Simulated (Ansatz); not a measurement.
In(NH2Me)H3 (CH₈InN). Total charge 0; triplet. Geometry PBE0-D4/def2-SVP, that of the neutral singlet; atoms count from 1.

```xyz
11

In   -0.531    0.222    1.747
N    -0.333   -0.476   -0.526
C     0.765    0.162   -1.248
H    -1.226   -0.287   -0.980
H    -0.226   -1.491   -0.523
H     0.848   -0.168   -2.297
H     0.624    1.252   -1.231
H     1.711   -0.057   -0.734
H    -0.771    1.915    1.401
H     1.055   -0.310    2.243
H    -1.915   -0.761    2.149
```

In the def2 sets In takes a core potential; there is no spin–orbit coupling. At PBE0-D4/def2-TZVP a singlet of charge 0 lies 5.59 eV below the triplet at the same geometry.

**Question.** Estimate the Mulliken populations from the PBE0/def2-TZVP orbitals of Ansatz.

**Answer.** 
```csv
atom,charge (e),spin (α − β)
In1,-0.29,1.14
N2,-0.35,-0.12
C3,-0.25,-0.03
H4,0.21,0.06
H5,0.22,0.06
H6,0.14,0.00
H7,0.11,0.03
H8,0.14,0.02
H9,0.14,0.58
H10,-0.02,0.19
H11,-0.05,0.07
```
Mulliken values depend strongly on the basis.

**Question.** Where does the spin sit?

**Answer.** Summed by element: In 1.14, N -0.12, C -0.03, H 1.01, of 2 unpaired in all. Largest on single atoms: In1 1.14, H9 0.58, H10 0.19.

**Question.** And the Mayer bond orders between heavy atoms (over 0.3)?

**Answer.** N2–C3 0.97 (1.46 Å).
